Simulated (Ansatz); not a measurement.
`N[SiH2][SiH2][SiH3]` + `N=C([SiH3])S` → `N=C([SiH3])S[SiH3]` + `N[SiH2][SiH3]`  (cleavage of the Si–Si bond)

Calculated with Ansatz (gas phase, PBE0-D4/def2-TZVP geometries, no zero-point term in ΔE). CBS: MP2 limit from def2 TZ/QZ plus the TZ coupled-cluster correction, frozen cores. This one scheme is used for every species. DFT in def2-TZVPP. B3LYP here is the variant with VWN-RPA as its local correlation; programs differ in this. Each species was taken in one conformer, which may not be the lowest.

(1) Is it downhill or uphill in electronic energy at CCSD(T)/CBS, and by how much? (Estimate.)

(2) What do these levels give: PBE-D4, r2SCAN-D4, B3LYP-D4, B2PLYP, PBE, PBE0, B3LYP, HF/def2-TZVPP, CCSD(T)/def2-TZVPP, MP2/def2-QZVPP, SCS-MP2/def2-QZVPP, CCSD/CBS(def2)? (An estimate is asked.)

Largest T1 diagnostic among the species: 0.014.

## Answers

(1) Computed: Downhill: ΔE = -41.0 kJ/mol.

(2) Ansatz gave: PBE-D4 -31.6, r2SCAN-D4 -37.1, B3LYP-D4 -40.1, B2PLYP -40.2, PBE -28.7, PBE0 -31.3, B3LYP -35.4, HF/def2-TZVPP -43.3, CCSD(T)/def2-TZVPP -38.8, MP2/def2-QZVPP -48.1, SCS-MP2/def2-QZVPP -47.3, CCSD/CBS(def2) -40.3 kJ/mol.

The D4 term adds −4.7 kJ/mol with B3LYP and −2.4 kJ/mol with PBE0; it sums over pairs of atoms, weighted by their polarisabilities, and B3LYP, whose exchange is more repulsive, gets the larger term.
